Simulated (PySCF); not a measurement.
Electronic structure of Fe (iron, neutral) at the UHF level

Configuration: [Ar] 3d6 4s2, high-spin 5D determinant. Calculation: PySCF 2.14, in jorge-DZP-DKH; the spin-free X2C one-electron Hamiltonian (Gaussian nucleus).

| Quantity | Value |
| --- | --- |
| Total energy | -1271.294168 hartree |
| One-electron energy | -1756.1299 hartree |
| Hartree (Coulomb) energy | 539.8175 hartree |
| Exchange energy | -54.9818 hartree |
| ⟨S²⟩ | 6.0150 |
| ⟨L²⟩ | 6.012 |
| Sum of ⟨r⟩ | 21.73 bohr |
| Sum of ⟨r²⟩ | 40.19 bohr² |
| Traceless quadrupole moment −½Σ⟨3z² − r²⟩ along its main axis | 0.397 e·bohr² |
| Langevin diamagnetic susceptibility | -31.8 ×10⁻⁶ cm³/mol |
| Time after the integrals | 0.28 s of wall time on 1 thread of Neoverse-N1 (shared host) |

```tsv
shell	electrons	mean orbital energy (eV)	spread (eV)	rms radius, mean of both spins (bohr)
1s β	1	-7175.0	0	0.0675
1s α	1	-7174.9	0	0.0675
2s α	1	-883.92	0	0.288
2s β	1	-880.73	0	0.288
2p α	3	-749.83	0.907	0.260
2p β	3	-746.72	0.033	0.260
3s α	1	-120.16	0	0.872
3s β	1	-110.61	0	0.872
3p α	3	-80.604	2.048	0.937
3p β	3	-69.073	1.407	0.937
3d α	5	-18.007	2.360	1.21
3d β	1	-12.499	0	1.21
4s α	1	-7.570	0	3.46
4s β	1	-6.534	0	3.46
```

Densities and radii are taken from the X2C orbitals without a picture-change correction, which distorts them close to the nucleus.
